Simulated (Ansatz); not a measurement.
Ansatz (a program for electronic structure) input (B3LYP-D3(BJ)/def2-TZVP):

Ansatz 0.2 input:
```yaml
crystal:
  periodic: [false, false, false]
  atoms:
    - {symbol: C, position_ang: [3.10004201, 0.13891776, -0.06516933]}
    - {symbol: C, position_ang: [1.77270779, -0.43261998, 0.42399952]}
    - {symbol: C, position_ang: [0.56049376, 0.23961495, -0.21617257]}
    - {symbol: C, position_ang: [-0.77155299, -0.32334629, 0.27096779]}
    - {symbol: C, position_ang: [-1.97085842, 0.41083532, -0.32069760]}
    - {symbol: O, position_ang: [-3.19847064, -0.09964141, -0.01110082]}
    - {symbol: H, position_ang: [3.20379002, 0.02198647, -1.14664960]}
    - {symbol: H, position_ang: [3.94793708, -0.36128240, 0.40591169]}
    - {symbol: H, position_ang: [3.17553261, 1.20551490, 0.15990260]}
    - {symbol: H, position_ang: [1.70642137, -0.32863694, 1.51175814]}
    - {symbol: H, position_ang: [1.73699006, -1.50722392, 0.21906435]}
    - {symbol: H, position_ang: [0.62465616, 0.13536925, -1.30620272]}
    - {symbol: H, position_ang: [0.59989823, 1.31586405, -0.01338424]}
    - {symbol: H, position_ang: [-0.82571986, -0.22810862, 1.36085993]}
    - {symbol: H, position_ang: [-0.85418543, -1.38930615, 0.04454614]}
    - {symbol: H, position_ang: [-2.01715327, 0.15464794, -1.43138375]}
    - {symbol: H, position_ang: [-1.85420443, 1.52243557, -0.33469502]}
basis:
  gaussian:
    orbitals: def2-TZVP
hamiltonian:
  xc: b3lyp
  dispersion: d3bj
magnetization: {spin_polarized: true, initial_magnetization: 1}
relax: {f_tol: 0.002, max_steps: 150}
```

End of the output:

```
relax step  10: F+E_penalty+E_count = -7413.53712055 eV  Δ(F+E_penalty+E_count) = -2.440e-6 eV  max|allowed force component| = 6.699e-4 eV/Å  Δτ_max = 0.0012 Å  (57 SCF iters, accepted)
integrals: 0.18 GiB planned
1535 factors; their error is unknown
0.33 GiB of the device are held for the grids
1.45 GiB of device memory are held for the factors and their scratch space
mean field: 1.67 GiB planned
mean field evaluation 192: about -7413.0247 eV, gradient 7.8e-2 eV
mean field evaluation 224: about -7412.8111 eV, gradient 5.2e0 eV
mean field -7412.98752140 eV, -272.4222667081 hartree, gradient 2.9e-6 eV, S^2 0.753843; 3 other end points of the search recorded, 0 dependent functions left out
the calculation of the forces begins
reference -7412.98784495 eV, -272.4222785984 hartree; 25, 24 occupied and 227, 228 virtual orbitals, 1535 factors
Total energy: -7413.53744410 eV, -272.4424759946 hartree
Atom 0 at     3.100131     0.132285    -0.072026 Å, force     0.000165    -0.000111    -0.000072 eV/Å
Atom 1 at     1.772270    -0.429186     0.427268 Å, force     0.000248     0.000645     0.000371 eV/Å
Atom 2 at     0.560571     0.236033    -0.221183 Å, force    -0.000313    -0.000512     0.000111 eV/Å
Atom 3 at    -0.771530    -0.319854     0.273804 Å, force    -0.000390    -0.000009    -0.000011 eV/Å
Atom 4 at    -1.970182     0.366633    -0.371729 Å, force     0.000352    -0.000670    -0.000542 eV/Å
Atom 5 at    -3.197306    -0.096758    -0.006084 Å, force    -0.000280    -0.000021     0.000200 eV/Å
Atom 6 at     3.203131    -0.002779    -1.151445 Å, force     0.000009    -0.000103    -0.000012 eV/Å
Atom 7 at     3.947557    -0.361073     0.407049 Å, force     0.000009     0.000102    -0.000009 eV/Å
Atom 8 at     3.177265     1.202374     0.135230 Å, force    -0.000015    -0.000014    -0.000127 eV/Å
Atom 9 at     1.707794    -0.309677     1.513444 Å, force     0.000117     0.000031    -0.000001 eV/Å
Atom 10 at     1.733938    -1.506551     0.237619 Å, force    -0.000309     0.000031    -0.000104 eV/Å
Atom 11 at     0.624964     0.117189    -1.309204 Å, force    -0.000170     0.000009    -0.000039 eV/Å
Atom 12 at     0.600172     1.315210    -0.032613 Å, force     0.000145    -0.000041     0.000378 eV/Å
Atom 13 at    -0.847088    -0.200107     1.358529 Å, force     0.000202    -0.000156     0.000007 eV/Å
Atom 14 at    -0.833690    -1.392632     0.071305 Å, force     0.000151     0.000104    -0.000115 eV/Å
Atom 15 at    -1.932670     0.259860    -1.476708 Å, force    -0.000101     0.000373     0.000199 eV/Å
Atom 16 at    -1.939003     1.464054    -0.231702 Å, force     0.000180     0.000341    -0.000234 eV/Å
Dipole moment:     0.431919     0.122513    -0.112825 e Å
```

It need not be the lowest isomer of its formula.
